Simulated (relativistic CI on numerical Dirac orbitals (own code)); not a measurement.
# Hyperfine structure of Au¹³⁺, mass number 197

Computed by Dirac-Coulomb-Breit CI, KLI orbitals optimised for each configuration, QED by a radiative potential, unscaled Slater integrals (own radial code, finite nucleus).

Configuration list (outside the closed core [Kr] 4d10): 4f14 5s2 5p4, 4f14 5s 5p5, 4f14 5s2 5p3 5d, 4f13 5s2 5p5, 4f14 5p6, 4f14 5s 5p4 5d, 4f14 5s2 5p3 5f, 4f14 5s2 5p3 5g, 4f13 5s2 5p4 5d, 4f14 5s2 5p3 6s, 4f14 5s 5p4 5f, 4f14 5s2 5p2 5d2, 4f14 5s2 5p 5d3, 4f14 5s 5p2 5d3, 4f14 5s2 5p 5d2 5f, 4f14 5s2 5p 5d2 5g. Double excitations out of closed p, d and f shells are left out; levels of such configurations are missing from the list, as are those of other unlisted configurations, and high levels can miss mixing partners. Some configurations lack a partner that the ground configuration has and come out too high, among them 4f13 5s2 5p4 5d, 4f14 5s2 5p3 6s, 4f14 5s 5p4 5f.

Nuclear spin I = 3/2, μ = 0.1452 μN, Q = 0.547 b (tables of Stone and Pyykkö). The electronic factors are computed for point nuclear moments, without core polarisation or the Bohr-Weisskopf and QED corrections.

| Level | E (cm⁻¹) | A (MHz) | B (MHz) |
| --- | --- | --- | --- |
| 4f14 5s2 5p4 3P_2 | 0 | 1115 | 3040 |
| 4f14 5s2 5p4 3P_1 | 157400 | -1382 | -6410 |
| 4f14 5s2 5p4 1D_2 | 174032 | 3669 | -15800 |
| 4f13 5s2 5p5 3F_4 | 415550 | 393.3 | 5140 |
| 4f13 5s2 5p5 1F_3 | 417340 | 233.9 | 10900 |
| 4f13 5s2 5p5 3G_5 | 422847 | 490.9 | -15900 |
| 4f13 5s2 5p5 1D_2 | 437268 | -233.9 | -5280 |
| 4f13 5s2 5p5 3F_3 | 443251 | 600.5 | 3360 |

Levels with J = 0, under 50 % of one LS term, or S terms without an open s electron are left out. Small factors come from cancelling terms and can be off by tens of per cent or more.

At this charge transitions that keep the count of f electrons are usually good to a few per cent. Levels and lines within the n = 5 or 6 shells can be off by up to 10 % or somewhat more, and those that change n by about 2 %, since core polarisation is missing. Levels that differ in their count of f electrons can be misplaced by several ten thousand cm⁻¹, since the correlation energy of f electrons is missing or only estimated; rates across such gaps can be off by orders of magnitude.

Task: Give the hyperfine levels of 4f14 5s2 5p4 3P_1 relative to its centre of gravity.

Result: With K = F(F + 1) − I(I + 1) − J(J + 1), E = AK/2 + B[¾K(K + 1) − I(I + 1)J(J + 1)]/[2I(2I − 1)J(2J − 1)]: F = 1/2: -4561, F = 3/2: 7795, F = 5/2: -3676 MHz.

LS names give the leading component of a level, which can be under half, so a name can repeat, a term be missing and a line seem to break the LS rules.
